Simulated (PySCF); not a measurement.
**Interval between two levels of Au³⁺ by level of theory**

Au³⁺ [Xe] 4f14 5d8 [3F4, M_J = 4] → Au³⁺ [Xe] 4f14 5d7 6p1 [5G6, M_J = 6], as a difference of total energies. Computed with PySCF 2.14 in x2c-TZVPall-2c, with the two-component X2C-1e Hamiltonian. Correlated levels: [Kr] 4d10 4f14 frozen; the 34 highest virtual spinors dropped. "Screened" scales the spin-orbit matrix elements by Boettger's factors to mimic the two-electron term; Breit and QED terms are absent.

| method | interval between two levels (cm⁻¹) |
| --- | --- |
| GHF (screened spin-orbit) | 134590 |
| GMP2 (screened spin-orbit) | 136980 |

The labels give the starting determinants; with spin-orbit coupling the two ends relaxed to ⟨J²⟩ = 20.01, ⟨L²⟩ = 12.49, ⟨S²⟩ = 2.09 and ⟨J²⟩ = 42.01, ⟨L²⟩ = 21.89, ⟨S²⟩ = 5.50.
